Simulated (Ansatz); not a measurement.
Saddle search on SnSiH$_{8}$O, singlet by partitioned rational-function steps on PBE0-D4/def2-TZVP gradients (Ansatz 0.2.0), from this start:

Sn1  (-0.714, -1.380, -0.341)
Si2  (0.156, 1.735, 0.025)
H3  (-0.521, -3.088, -0.341)
H4  (-1.869, -0.925, 0.826)
H5  (-0.892, -0.789, -1.925)
H6  (1.070, 0.033, 0.344)
O7  (1.313, -1.087, 0.328)
H8  (0.469, 2.611, 1.212)
H9  (0.769, 2.422, -1.168)
H10  (-1.334, 1.894, -0.169)
H11  (1.551, -1.426, 1.208)
(Å)

```
step  energy less the last (meV)  largest force (eV/Å)  curvature followed (eV/Å²)
   1                        14.7                 0.206                       -9.76
   2                         7.8                 0.175                       -9.67
   3                         6.8                 0.062                       -9.64
   4                         6.5                 0.069                       -9.61
   5                         6.0                 0.092                       -9.63
   6                         5.7                 0.077                       -9.64
   7                         5.5                 0.043                       -9.64
   8                         5.3                 0.049                       -9.61
   9                         5.1                 0.063                       -9.63
  10                         4.8                 0.076                       -9.62
  11                         4.7                 0.109                       -9.61
  12                         4.6                 0.157                       -9.60
  13                         3.8                 0.030                       -9.61
  14                         3.7                 0.035                       -9.60
  15                         3.6                 0.063                       -9.60
  16                         3.4                 0.054                       -9.60
  17                         3.2                 0.062                       -9.59
  18                         2.9                 0.021                       -9.59
  19                         2.7                 0.013                       -9.59
  20                         2.5                 0.011                       -9.59
  21                         2.2                 0.019                       -9.59
  22                         1.8                 0.021                       -9.59
  23                         1.6                 0.025                       -9.59
  24                         1.3                 0.037                       -9.58
  25                         1.1                 0.073                       -9.58
  26                         0.8                 0.043                       -9.58
  27                         0.6                 0.084                       -9.58
  28                         0.3                 0.048                       -9.58
  29                         0.4                 0.112                       -9.58
  30                         0.4                 0.122                       -9.58
  31                         0.2                 0.073                       -9.57
  32                         0.1                 0.027                       -9.59
  33                         0.0                 0.025                       -9.60
  34                         0.0                 0.022                       -9.60
  35                         0.0                 0.014                       -9.59
  36                         0.0                 0.006                       -9.66
```

The search ended at:

| atom | x (Å) | y (Å) | z (Å) |
| --- | --- | --- | --- |
| Sn1 | -0.7429 | -1.3321 | -0.2226 |
| Si2 | 0.1407 | 1.7145 | 0.0049 |
| H3 | -0.6117 | -3.0179 | 0.0580 |
| H4 | -1.7763 | -0.6597 | 0.9478 |
| H5 | -1.0801 | -1.0098 | -1.8498 |
| H6 | 1.1232 | 0.0251 | 0.1242 |
| O7 | 1.3622 | -1.0922 | 0.0675 |
| H8 | -0.1269 | 2.2574 | 1.3757 |
| H9 | 1.1011 | 2.6654 | -0.6394 |
| H10 | -1.1501 | 1.9066 | -0.7370 |
| H11 | 1.7608 | -1.4575 | 0.8707 |
